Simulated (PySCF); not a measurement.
Electron correlation in As²⁺ (arsenic, charge +2)

Starting occupation: [Ar] 3d10 4s1 4p1 5s1, 4s1/2 with m_j = +1/2, 4p3/2 with m_j = +3/2, 5s1/2 with m_j = +1/2. Calculation: PySCF 2.14, in x2c-TZVPall-2c with one added diffuse shell each of s, p, d type (7s8p5d1f, 63 functions); X2C-1e with screened-nucleus spin-orbit coupling, Gaussian nucleus. Frozen: [Ne]; 21 electrons correlated.

MP2 pair energies summed by pair of shells (mhartree):

```json
{"pair": "3d-3d", "energy": "-96.31", "share (%)": "35.4"}
{"pair": "3d-3p", "energy": "-82.96", "share (%)": "30.5"}
{"pair": "3p-3p", "energy": "-25.34", "share (%)": "9.3"}
{"pair": "3d-3s", "energy": "-20.43", "share (%)": "7.5"}
{"pair": "3p-3s", "energy": "-12.25", "share (%)": "4.5"}
{"pair": "3d-4s", "energy": "-8.66", "share (%)": "3.2"}
{"pair": "3d-4p", "energy": "-7.36", "share (%)": "2.7"}
{"pair": "4p-4s", "energy": "-3.69", "share (%)": "1.4"}
{"pair": "4p-5s", "energy": "-3.34", "share (%)": "1.2"}
{"pair": "4s-5s", "energy": "-2.94", "share (%)": "1.1"}
{"pair": "3p-4s", "energy": "-2.31", "share (%)": "0.8"}
{"pair": "3d-5s", "energy": "-1.93", "share (%)": "0.7"}
{"pair": "3p-4p", "energy": "-1.59", "share (%)": "0.6"}
{"pair": "3s-3s", "energy": "-1.56", "share (%)": "0.6"}
{"pair": "3p-5s", "energy": "-0.42", "share (%)": "0.2"}
{"pair": "3s-4s", "energy": "-0.39", "share (%)": "0.1"}
{"pair": "3s-4p", "energy": "-0.31", "share (%)": "0.1"}
{"pair": "3s-5s", "energy": "-0.07", "share (%)": "0.0"}
```

Total MP2 correlation energy: -271.86 mhartree.

The GHF reference relaxed away from the jj start to a determinant that is no pure jj level (⟨S²⟩ = 3.75, ⟨J²⟩ = 9.38); the energies belong to that determinant.

This basis was not built for core-valence correlation, so the inner-shell part is incomplete.
